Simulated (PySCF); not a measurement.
## A survey of 19F NMR shifts

- GFN2-xTB geometry
- NMR shieldings at PBE0/pcSseg-1/GIAO
- program: PySCF 2.14
- equivalent nuclei averaged, no relativistic terms, a single conformation, no solvent model

Shieldings were converted by a linear fit to measured shifts: 19F: δ = 146.13 − 0.903σ +14.6 on sp3 carbon (rms 6.0 ppm, 223 shifts, 7.0 ppm with the 5 outliers that the fit left out vs CFCl3, solution or neat liquid). Occasional misses reach two or three times the rms, and more in compound classes unlike the fitted ones.

(1) Give the 19F shifts of `O[SiH2]C(F)(F)C(F)(F)F`, `CCCN(C)CC(F)(F)F`.

(2) Match the shifts -69.9, -191.4, -219.6 ppm to `CCN(C)CCC(F)(F)F`, `C#CCF`, `CS[SiH2]C1=C[SiH2][C@H]1F`.

Results:

(1) 
| compound | environment | δ (ppm) |
| --- | --- | --- |
| [OH:1][SiH2:2][C:3]([F:4])([F:5])[C:6]([F:7])([F:8])[F:9] | F7/8/9: fluorine of a CF3 group (×3) | -78.1 |
| [OH:1][SiH2:2][C:3]([F:4])([F:5])[C:6]([F:7])([F:8])[F:9] | F4/5: fluorine of a CF2 group (×2) | -134.1 |
| CCCN(C)CC(F)(F)F | fluorine of a CF3 group (×3) | -66.5 |

(2) -69.9: CCN(C)CCC(F)(F)F (fluorine of a CF3 group); -191.4: CS[SiH2]C1=C[SiH2][C@H]1F (fluorine on an sp3 carbon); -219.6: C#CCF (fluorine on an sp3 carbon).
